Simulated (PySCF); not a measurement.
Start geometry of `C[Te]C1CCC1` from GFN2-xTB (Å):
```
atom  x, y, z in Å
C1     2.483   -0.050    0.583
Te2    1.713    0.221   -1.442
C3    -0.397    0.209   -0.882
C4    -0.786    1.058    0.321
C5    -1.622   -0.153    0.836
C6    -0.945   -1.038   -0.202
H7     2.484    0.920    1.106
H8     1.861   -0.729    1.111
H9     3.471   -0.400    0.537
H10   -0.919    0.465   -1.772
H11   -1.401    1.947    0.095
H12    0.004    1.333    0.994
H13   -2.719   -0.034    0.677
H14   -1.459   -0.413    1.893
H15   -1.607   -1.661   -0.815
H16   -0.179   -1.676    0.238
```

Task: What comes out of this run: PBE0-D3(BJ)/def2-SVP geometry optimisation, gas phase, def2 core potentials past Kr in PySCF?

Result: 
```
atom  x, y, z in Å
C1     2.5296   -0.1165    0.5837
Te2    1.7676    0.2861   -1.3869
C3    -0.3093    0.1998   -0.8061
C4    -0.8587    1.0915    0.3195
C5    -1.8090   -0.0659    0.6879
C6    -0.8810   -1.0294   -0.0802
H7     2.2245    0.6733    1.2822
H8     2.1840   -1.0977    0.9343
H9     3.6255   -0.1270    0.5087
H10   -0.8521    0.3818   -1.7472
H11   -1.2898    2.0620    0.0327
H12   -0.1123    1.2653    1.1103
H13   -2.7841    0.0383    0.1880
H14   -1.9810   -0.2657    1.7563
H15   -1.3315   -1.8189   -0.6997
H16   -0.1413   -1.4940    0.5901
```

The energy falls by 0.208 eV over 10 energy and gradient evaluations, the largest force component goes from 0.0384 to 3.4e-04 Eh/bohr, and the atoms move by 0.295 Å rms after alignment. The bond that changes most is C1–H9 (methyl carbon to methyl hydrogen), which lengthens by 0.049 Å. Bonds longer at the end by more than 0.005 Å: 8 of 16; shorter: 4. Among the angles that change most is C5–C4–H11, from 113.2° to 118.9°. Among the dihedrals that turn most is H8–C1–Te2–C3, from 39° to 61°. Rotational constants go from 4081, 1147, 1046 to 4230, 1102, 1020 MHz. The orientation of the end geometry is arbitrary; only internal coordinates are fixed.

The run used 146 basis functions and 72 SCF cycles in all.

Not checked by PBE0-D3(BJ)/def2-SVP frequencies. The numbers are those of one conformer.
